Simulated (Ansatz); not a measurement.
Cartesian coordinates in Å:
```
C 0.221 -2.013 -0.306
C 0.530 -0.756 -0.602
C 0.646 0.359 0.378
Si -0.829 1.530 0.261
H 0.054 -2.330 0.719
H 0.126 -2.767 -1.078
H 0.684 -0.489 -1.646
H 1.552 0.947 0.196
H 0.702 -0.023 1.402
H -2.073 0.822 0.658
H -0.632 2.704 1.155
H -0.980 2.017 -1.136
```

The species carries charge 0 and has multiplicity 1.

**Question.** List the r2SCAN/def2-TZVPP orbital energies in eV (Ansatz 0.2.0). (An estimate is asked.)

**Answer.** Ansatz gave: Occupied: -1790.82, -273.37, -273.11, -272.79, -141.30, -96.15, -96.15, -96.15, -20.74, -17.94, -14.44, -13.34, -12.01, -10.97, -10.01, -9.05, -8.66, -8.44, -8.42, -6.30. Lowest empty: -0.63, 0.44, 1.18, 1.32, 1.97, 2.18, 2.26, 2.77.
